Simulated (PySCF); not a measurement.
C3H3 (SMILES [CH]1C=C1), doublet, geometry from GFN2-xTB. Base run: B3LYP/STO-3G in PySCF.

Input for PySCF:
```python
from pyscf import gto, scf, dft

mol = gto.M(
    atom='''
C     0.01137253    0.00043044    0.89107543
C     0.06264617   -0.66008582   -0.41729858
C     0.04247067    0.66144996   -0.41767946
H    -0.79304238   -0.01164344    1.60888743
H     0.07098274   -1.56700412   -0.97228411
H     0.02312338    1.56788010   -0.97318762
''',
    basis='sto-3g',
    spin=1,
    verbose=4,
)

mf = dft.UKS(mol)
mf.xc = 'b3lyp'
mf.kernel()
```

Each row names what was changed in the base input (with any setting that the change needs).

```csv
change,ΔE vs base (mEh),SCF cycles,<S^2>,outcome
base,0.000,9,0.752,converged
init_guess = vsap,0.000,8,0.752,converged
diis = off (with mf.max_cycle = 100),-,100,-,not converged
diis_space = 12,0.000,9,0.752,converged
init_guess = huckel,0.000,12,0.752,converged
diis_space = 2,0.000,12,0.752,converged
level_shift = 1.0 (with mf.max_cycle = 100),0.000,28,0.752,converged
diis = off; damp = 0.3 (with mf.diis_start_cycle = 200; with mf.max_cycle = 150),0.000,15,0.752,converged
diis = off; damp = 0.6 (with mf.diis_start_cycle = 200; with mf.max_cycle = 150),0.000,26,0.752,converged
conv_tol = 1e-4,0.000,5,0.752,converged
init_guess = atom,0.000,9,0.752,converged
init_guess = 1e,0.000,12,0.752,converged
level_shift = 0.3 (with mf.max_cycle = 100),0.000,13,0.752,converged
```

Open shells are given as the SCF converged; they aren't shown to be the lowest states, and a large step between rows can be another state.
